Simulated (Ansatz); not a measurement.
Species: BH$_{2}$, charge 1, singlet. BH2+ (parent SMILES [BH2], singlet).
B3LYP-D3(BJ)/def2-TZVP minimum from Ansatz (a first-principles code):
```xyz
3

B      0.0000     0.0000     0.0000
H      0.0000     0.0000     1.1744
H      0.0000     0.0000    -1.1744
```
Charge +1, spin multiplicity 1.

Hartree-Fock and CCSD(T) correlation energies in hartree (Ansatz). Open shells are spin-unrestricted; no spin-orbit coupling. Cores are frozen in correlated methods. No relativity. The spin of H2B+ (parent SMILES [BH2], singlet) was assumed, and the state is the lowest solution found for it.

```csv
basis,X,E(HF),"E(corr, CCSD(T))"
cc-pVTZ,3,-25.47891,-0.08615
cc-pVQZ,4,-25.48045,-0.08974
cc-pV5Z,5,-25.48079,withheld
```

Question: Fit E(corr) = E∞ + A/X³ to X = 3 and 4, predict X = 5, and compare with the run.

Answer: A = (-0.08615 - (-0.08974))/(1/27 - 1/64) = 0.1677; E∞ = -0.08974 - A/64 = -0.09236; at X = 5, E∞ + A/125 = -0.09102. The run gave -0.09069, 0.33 mEh above the prediction. The same form on X = 4 and 5 gives E∞ = -0.09169, 0.67 mEh above the first estimate.
